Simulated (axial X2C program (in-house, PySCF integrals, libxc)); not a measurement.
Ionising NaBi

Computed with an in-house relativistic program for diatomic molecules, spin-free (one-electron X2C) or two-component (2c: spin–orbit coupling with atomic mean-field Coulomb and Gaunt terms, which also bring small scalar terms), in Dyall basis sets with cores contracted in-house; open shells are unrestricted.

Basis sets: Bi dyall-cv3z, Na dyall-cv3z.

```tsv
Hamiltonian	level	NaBi state	Re (Å)	ωe (cm⁻¹)	De (eV)
spin-free	HF	M_S = 1, Λ = 0	3.110	127.0	0.19
spin-free	PBE0	M_S = 1, Λ = 0	2.976	191.9	1.14
2c	PBE0	Ω = 1	2.975	175.6	0.91
```

Adiabatic ionisation energy (minimum to minimum, no zero-point term) and constants of NaBi⁺:

```json
{"Hamiltonian": "spin-free", "level": "HF", "NaBi⁺ state": "M_S = 3/2, Λ = 0", "IE (eV)": "4.85", "Re (Å)": "3.450", "ωe (cm⁻¹)": "95.2", "De (eV)": "0.30", "fragments": "Bi + Na+"}
{"Hamiltonian": "spin-free", "level": "PBE0", "NaBi⁺ state": "M_S = 3/2, Λ = 0", "IE (eV)": "6.05", "Re (Å)": "3.349", "ωe (cm⁻¹)": "103.5", "De (eV)": "0.39", "fragments": "Bi + Na+"}
{"Hamiltonian": "2c", "level": "PBE0", "NaBi⁺ state": "Ω = 1/2", "IE (eV)": "5.75", "Re (Å)": "3.323", "ωe (cm⁻¹)": "115.2", "De (eV)": "0.46", "fragments": "Bi + Na+"}
```

Add the zero-point terms to the ionisation energy at PBE0, 2c, and say whether the electron removed was bonding.

IE0 = IE + (ωe⁺ − ωe)/2 = 5.75 + (-0.004) = 5.75 eV. Re changes by 0.348 Å, but the two determinants differ by more than one electron in one block, so no single orbital tells the change.

Close the cycle De(NaBi⁺) + IE(NaBi) = De(NaBi) + IE(Na) to find the atomic ionisation energy at PBE0, 2c.

IE(Na) = 0.46 + 5.75 − 0.91 = 5.30 eV, for the determinants used.

Each entry is the lowest single determinant of a limited PBE0 search at one distance. De goes to single-determinant-based atoms at the same level (for ions the charge split of lowest energy) and is withheld (n/a) where an atom does not fit its ground term or J level. Main or longest-lived isotopes. One determinant is a doubtful description, or other states lie close, for NaBi, NaBi⁺; these need not be ground states, and all values refer to the states named. Some open-shell Ω = 0 determinants are out of reach, so the Ω given for NaBi need not be the lowest component. With several unpaired electrons the Ω given is that of one determinant, not necessarily of the lowest component. The functionals have no current term, which raises determinants with orbital currents.
